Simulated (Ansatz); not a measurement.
System: NaO (charge 0, doublet). 
Coordinates optimised at B3LYP-D3(BJ)/def2-TZVP (Ansatz, a quantum-chemistry and plane-wave program):
```
Na
O 1 2.0519
```
Charge 0, spin multiplicity 2.

### Question
Give the harmonic wavenumbers at B3LYP-D3(BJ)/def2-TZVP (Ansatz, finite differences of forces, unscaled).

### Answer
487 cm⁻¹. Zero-point energy 0.7 kcal/mol.

### Question
From these and the geometry, give the ideal-gas thermochemistry at 298.15 K and 1 atm (rigid rotor, harmonic oscillator).

### Answer
Point group C∞v, rotational symmetry number 1. Rotational constants 12.72, 12.72 GHz. S(trans) 36.91, S(rot) 14.29, S(vib) 0.69, S(elec, spin only) 1.38, S 53.3 cal/(mol K). H(298) - H(0) 2.22 kcal/mol; G - E(el) -13.0 kcal/mol.
